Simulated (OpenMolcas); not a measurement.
Ni4+ (d6) among equal point charges was computed by CASSCF with the d shell active (OpenMolcas, ANO-RCC-VTZP on the metal). Its lowest spin-free states, and all those of the highest spin:

```json
{"2S+1": "5", "Degeneracy": "2", "E (cm-1)": "0.0"}
{"2S+1": "5", "Degeneracy": "1", "E (cm-1)": "1561"}
{"2S+1": "5", "Degeneracy": "2", "E (cm-1)": "2672"}
{"2S+1": "3", "Degeneracy": "2", "E (cm-1)": "29207"}
{"2S+1": "3", "Degeneracy": "1", "E (cm-1)": "29341"}
{"2S+1": "3", "Degeneracy": "2", "E (cm-1)": "29930"}
{"2S+1": "3", "Degeneracy": "2", "E (cm-1)": "30504"}
{"2S+1": "3", "Degeneracy": "1", "E (cm-1)": "30781"}
{"2S+1": "3", "Degeneracy": "1", "E (cm-1)": "30783"}
{"2S+1": "3", "Degeneracy": "2", "E (cm-1)": "31060"}
{"2S+1": "3", "Degeneracy": "2", "E (cm-1)": "33050"}
{"2S+1": "3", "Degeneracy": "1", "E (cm-1)": "33988"}
```

Is the site octahedral, tetrahedral or cube-like, axial, or of lower symmetry?

The states with 2S+1 = 5 have orbital degeneracies 2, 1, 2. There are pairs but no triples, so the site is axial: not cubic, but with a proper or improper axis of order three or more. The run had Ni4+ among 5 point charges of -2 e arranged as a trigonal bipyramid (D3h), 1.69 Å from the ion, with the axial distance 2.028 Å.

An orbital doublet at a regular site is open to a Jahn-Teller distortion, which this geometry leaves out. Without dynamic correlation the repulsion within the d shell is too large (B by tens of per cent), so at a given field states of lower spin stand too high. Point charges give a weaker field than real ligands, and real ions of this kind are often low spin; the high spin found here belongs to the model. The ground term spreads over less than 5000 cm-1, several times less than with real ligands, so orbital moments are less quenched and χT lies further from the spin-only value than at real sites. This is an electrostatic model: the charges have no orbitals. No measured value stands beside these numbers.
